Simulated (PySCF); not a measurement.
Bi: ionisation energy

Bi [Xe] 4f14 5d10 6s2 6p3 (4S) → Bi⁺ [Xe] 4f14 5d10 6s2 6p2 (3P), as a difference of total energies. Calculation: PySCF 2.14, in aug-cc-pwCVTZ-DK3 with one added diffuse shell each of s, d, f type (12s10p9d6f1g, 138 functions); scalar relativity by spin-free X2C-1e. The calculations carry no spin-orbit coupling.

```tsv
method	ionisation energy (eV)	difference from reference (eV)
UHF	8.212	+0.926
M06-L	8.225	+0.939
B3LYP	8.567	+1.281
```

Reference: 7.286 eV (measured; NIST Atomic Spectra Database, ionization energies).

Spin-orbit coupling is strong in these open shells (close to jj coupling). The scalar numbers leave it out and a first-order estimate fails, so it can dominate the gap to the real levels.
